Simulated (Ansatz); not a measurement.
`CBN` + `F[SiH2]N[SiH3]` → `CN([SiH3])[SiH2]F` + `BN`  (substitution at a C–B bond)

Isolated molecules relaxed with PBE0-D4/def2-TZVP in Ansatz; ΔE leaves out vibrations. CCSD(T)/CBS is the MP2 limit (def2-TZVPP, def2-QZVPP) plus CCSD(T) − MP2 in def2-TZVPP, frozen cores. This one scheme is used for every species. DFT in def2-TZVPP. B3LYP here is the variant with VWN-RPA as its local correlation; programs differ in this. Each species was taken in one conformer, which may not be the lowest.

Task: Is it downhill or uphill in electronic energy at CCSD(T)/CBS, and by how much? (Best estimate.)

Result: The calculation gave: Uphill: ΔE = +85.7 kJ/mol.

Task: What do these levels give: PBE-D4, r2SCAN-D4, PBE0-D4, B3LYP-D4, ωB97M-V, B2PLYP, PBE, r2SCAN, B3LYP, HF/def2-TZVPP, CCSD(T)/def2-TZVPP, HF/CBS(def2)? (An estimate is asked.)

Result: Computed: PBE-D4 84.0, r2SCAN-D4 89.7, PBE0-D4 86.1, B3LYP-D4 82.1, ωB97M-V 85.9, B2PLYP 86.8, PBE 88.1, r2SCAN 90.9, B3LYP 88.7, HF/def2-TZVPP 88.4, CCSD(T)/def2-TZVPP 83.1, HF/CBS(def2) 88.3 kJ/mol.

Largest T1 diagnostic among the species: 0.012.

The D4 term adds −6.6 kJ/mol with B3LYP and −3.7 kJ/mol with PBE0; it sums over pairs of atoms, weighted by their polarisabilities, and B3LYP, whose exchange is more repulsive, gets the larger term. In def2-TZVPP, CCSD(T) changes the Hartree–Fock value by −5.3 kJ/mol (the triples alone add −1.7 kJ/mol) and MP2 by −3.6 kJ/mol.
